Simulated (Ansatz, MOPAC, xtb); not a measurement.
The molecule ZrF, multiplicity 2 (lowest of 2S+1 = 2, 4, 6 at CCSD(T)/def2-TZVPP on PBE0 minima; our sources give no spin for the ground state, which may be another). No spin–orbit coupling. The T1 diagnostic near the minimum is 0.061, so single-reference values are doubtful.

Constants: fifth-degree fit in 1/R to seven points, most abundant isotopes. In def2 and cc sets the state is the lowest found near the PBE0 minimum, followed along R.

Programs: Ansatz (Gaussian orbitals); MOPAC for PM6, PM7 (differences of heats of formation); xtb for the GFN methods. Each number belongs to the level named beside it. In def2 rows elements past Kr take small-core potentials, without spin–orbit coupling. The GFN methods have no spin term and hold the electronic entropy of 300 K.

| level | r_e (Å) | ω_e (cm⁻¹) | α_e (cm⁻¹) | B_e (cm⁻¹) | dipole (D) |
|---|---|---|---|---|---|
| PM6 | 1.904 | 619 | 0.0011 | 0.297 | - |
| PM7 | 1.939 | 571 | 0.0015 | 0.286 | - |
| GFN1-xTB | 1.853 | 543 | 0.0035 | 0.313 | - |
| B97M-V/def2-TZVPP | 1.854 | 701 | 0.0018 | 0.313 | 1.29 |
| wB97X-V/def2-TZVPP | 1.858 | 699 | 0.0018 | 0.311 | 1.62 |
| wB97M-V/def2-TZVPP | 1.857 | 700 | 0.0018 | 0.312 | 1.66 |

The state that PM6, PM7 reach isn't checked; PM7 holds dispersion and hydrogen-bond terms.

Doubts at one or more of the structures used: a spin-contaminated determinant (PM6).

Ansatz is a program for electronic structure.
